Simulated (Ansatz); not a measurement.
Cost and result for the atomization energy of C₂H₇GaSi, SMILES `[SiH3][Ga]1[CH2][CH2]1` (11 atoms, 11 bonds).

```xyz
11

Si   -1.3276    1.2577   -0.1397
Ga    0.4208    0.2483   -1.6795
C     0.5806   -0.6868    0.6491
C     1.4331   -1.2041   -0.3044
H    -2.4177    0.2726    0.1466
H    -0.9442    1.8761    1.1661
H    -1.9856    2.3556   -0.9129
H    -0.3503   -1.1815    0.8986
H     0.9029    0.0991    1.3198
H     1.2195   -2.1515   -0.7875
H     2.4685   -0.8855   -0.3562
```

Total charge 0; spin multiplicity 1. Correlated methods include outer-core shells of Ga, which these sets cover unevenly. Scalar relativity is left out up to krypton. The structure was optimised at the PBE0-D4/def2-TZVP level. Program: Ansatz. All runs use 4 threads of an Arm Neoverse V1 on a shared host. Times are those of one run each, without the atoms' runs, and a repeat can differ threefold. Electronic energies, without spin–orbit coupling; frozen cores. CCSD(T)/CBS adds CCSD(T) − MP2 in def2-TZVPP to the MP2 limit, and its time is that of the two runs behind it. T1 = 0.016; the RHF reference is unstable towards UHF. With those shells the extrapolation isn't a true limit. B3LYP takes the VWN-RPA correlation (the form of Gaussian; ORCA's B3LYP/G).

CCSD(T)/CBS is a level of theory with its own doubt, some kJ/mol a heavy atom from the limit and from the frozen cores, so smaller differences don't rank the functionals.

```csv
level,functions,wall time
PBE-D4/def2-TZVPP (with forces),250,2.9 s
PBE0-D4/def2-TZVPP,250,3.6 s
B3LYP-D4/def2-TZVPP (with forces),250,5.5 s
r2SCAN-D4/def2-TZVPP (with forces),250,6 s
B2PLYP/def2-TZVPP,250,7.5 s
ωB97X-V/def2-TZVPP,250,9 s
ωB97M-V/def2-TZVPP (with forces),250,14 s
MP2/def2-QZVPP,483,36 s
CCSD(T)/def2-TZVPP,250,2.6 min
CCSD(T)/CBS(def2),–,3.2 min
```

(1) What atomization energy does each give, and how far from CCSD(T)/CBS? (Estimate.)

## Answers

(1) The calculation gave: 
| level | atomization (kJ/mol) | difference from CCSD(T)/CBS | per bond |
| --- | --- | --- | --- |
| PBE-D4/def2-TZVPP (with forces) | 3635.1 | 42.0 | 3.8 |
| PBE0-D4/def2-TZVPP | 3589.4 | -3.7 | -0.3 |
| B3LYP-D4/def2-TZVPP (with forces) | 3589.0 | -4.1 | -0.4 |
| r2SCAN-D4/def2-TZVPP (with forces) | 3605.1 | 12.0 | 1.1 |
| B2PLYP/def2-TZVPP | 3541.5 | -51.6 | -4.7 |
| ωB97X-V/def2-TZVPP | 3580.5 | -12.6 | -1.1 |
| ωB97M-V/def2-TZVPP (with forces) | 3580.0 | -13.1 | -1.2 |
| MP2/def2-QZVPP | 3567.1 | -26.0 | -2.4 |
| CCSD(T)/def2-TZVPP | 3510.4 | -82.7 | -7.5 |
| CCSD(T)/CBS(def2) | 3593.1 | 0.0 | 0.0 |

In def2-TZVPP, CCSD(T) changes the Hartree–Fock value by +874.0 kJ/mol (the triples alone add +54.3 kJ/mol) and MP2 by +882.6 kJ/mol; breaking electron pairs costs correlation energy, which Hartree–Fock lacks. The D4 term adds +40.5 kJ/mol with B3LYP and +21.0 kJ/mol with PBE0; it sums over pairs of atoms, weighted by their polarisabilities, and B3LYP, whose exchange is more repulsive, gets the larger term. From PBE to PBE0 (25 % exact exchange), in def2-TZVPP and without D4, the atomization energy moves by −42.0 kJ/mol: exact exchange takes away binding that semilocal exchange gives to molecules.
